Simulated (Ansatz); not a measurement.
Geometry optimisation, RHF/def2-SVP (Ansatz).

input.yaml

```yaml
crystal:
  periodic: [false, false, false]
  atoms:
    - { symbol: Sn, position_ang: [0.293498, 0.061497, -0.267762] }
    - { symbol: H, position_ang: [-0.146975, -0.016051, 1.394582] }
    - { symbol: H, position_ang: [1.946842, 0.117348, -0.629682] }
    - { symbol: Cl, position_ang: [-0.730919, 1.866396, -1.349441] }
    - { symbol: Cl, position_ang: [-0.52227, -1.894012, -1.283614] }
    - { symbol: P, position_ang: [-2.830134, 0.16023, 1.668013] }
    - { symbol: H, position_ang: [-2.81344, -0.904333, 0.739582] }
    - { symbol: H, position_ang: [-3.819935, -0.403932, 2.504075] }
    - { symbol: H, position_ang: [-1.708368, -0.299243, 2.398247] }
basis:
  gaussian: { orbitals: def2-SVP }
hamiltonian:
  xc: hf
relax:
  f_tol: 0.03
  max_steps: 50
```

Launched with:

```bash
$ ansatz run input.yaml --threads 2 --pin off --max-ram 3072MiB --backend cpu --events-out ev --progress --plain --runs-dir out
```

**Question.** Where does it end, and by what steps?

**Answer.** It converged. The force dipped under the threshold on the way, but the program's further checks kept it going. After 27 steps the energy has fallen by 0.371 eV; H9 moved furthest, 1.84 Å.

```csv
step,energy less start (eV),largest force component (eV/Å),accepted
0,0.0000,0.782,yes
1,-0.1775,0.496,yes
2,-0.2636,0.122,yes
3,-0.3121,0.064,yes
4,-0.3280,0.062,yes
5,-0.3334,0.243,yes
6,-0.3362,0.185,yes
7,-0.3404,0.055,yes
8,-0.3391,0.159,no
9,-0.3437,0.050,yes
10,-0.3457,0.086,yes
11,-0.3470,0.205,yes
12,-0.3480,0.178,yes
13,-0.3512,0.008,yes
14,-0.3524,0.198,yes
15,-0.3537,0.105,yes
16,-0.3549,0.020,yes
17,-0.3565,0.128,yes
18,-0.3574,0.152,yes
19,-0.3589,0.153,yes
20,-0.3607,0.112,yes
21,-0.3628,0.115,yes
22,-0.3604,0.397,no
23,-0.3648,0.019,yes
24,-0.3662,0.126,yes
25,-0.3669,0.221,yes
26,-0.3686,0.117,yes
27,-0.3711,0.008,yes
```

```xyz
9
Properties=species:S:1:pos:R:3
Sn 0.808 0.312 -0.692
H 0.612 0.801 0.913
H 2.374 -0.043 -1.225
Cl -0.059 1.986 -2.086
Cl -0.499 -1.606 -1.046
P -3.010 -0.304 2.260
H -3.171 -1.339 1.315
H -4.379 0.030 2.342
H -3.009 -1.148 3.393
```

Whether the end is a true minimum wasn't checked by a vibrational analysis.

Run time: 78 s on 2 threads of Intel(R) Xeon(R) Platinum 8259CL CPU @ 2.50GHz (Skylake/Cascade Lake) (shared host), peak memory 0.27 GiB.
